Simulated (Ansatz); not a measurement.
ClFH4OSi2 (`F[SiH2]O[SiH2]Cl`) from Hartree–Fock to CCSD(T)

Cartesian coordinates in Å:
```
F 1.7499 1.5205 -0.7314
Si 1.2927 0.7016 0.5555
O -0.2684 0.2825 0.3929
Si -1.3957 -0.5745 -0.4058
Cl -0.5437 -2.2385 -1.2458
H 2.1434 -0.5022 0.6450
H 1.4060 1.5928 1.7258
H -2.4172 -1.0218 0.5609
H -1.9669 0.2395 -1.4972
```

Charge 0, multiplicity 1. All single points use the PBE0-D4/def2-TZVP geometry. It is one conformer, not always the lowest. Frozen core, restricted reference, Ansatz 0.2.0. CBS rows extrapolate triple and quadruple zeta; past MP2 they add the triple-zeta difference.

```csv
basis,HF (Eh),MP2 corr.
def2-TZVPP,-1214.34569,-0.90904
def2-QZVPP,-1214.38659,-0.99188
```

Q: Estimate the CCSD correlation energy and the (T) correction in each basis where they were run (hartree).

A: 
| basis | CCSD corr. | (T) |
| --- | --- | --- |
| def2-TZVPP | -0.95311 | -0.03224 |
| CBS(def2) | -1.09730 | as TZ |
